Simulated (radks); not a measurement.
Values are calculated unless marked as measured or tabulated.
Spherical quantum dot in the effective-mass picture: electrons in a parabolic well V = omega^2 r^2 / 2 with omega = 1.45, with a point charge +2 (a donor) at the centre, all in effective atomic units (hartree* = m*/eps^2 hartree, bohr* = eps/m* bohr), one dielectric constant everywhere. Level of theory: non-relativistic Kohn-Sham, LDA (Slater exchange, Perdew-Wang correlation), spin-polarised, spherical densities (a radial shooting solver with Libxc functionals). Levels are named by radial order and angular momentum (1s, 1p, 1d, 2s, ...), and open shells are averaged over m. Results are scaled to m* = 0.033 and eps = 4, for which hartree* = 56.12 meV and bohr* = 6.414 nm. At N = 26 the configuration is 1s2 1p6 1d10 2s2 1f(up 6, down 0). Does electron 27 go into 1f down or 2p up or 1f up?

Answer. Into 1f up. The total energies of the other choices lie higher by 2.38 meV (2p up), 4.93 meV (1f down).
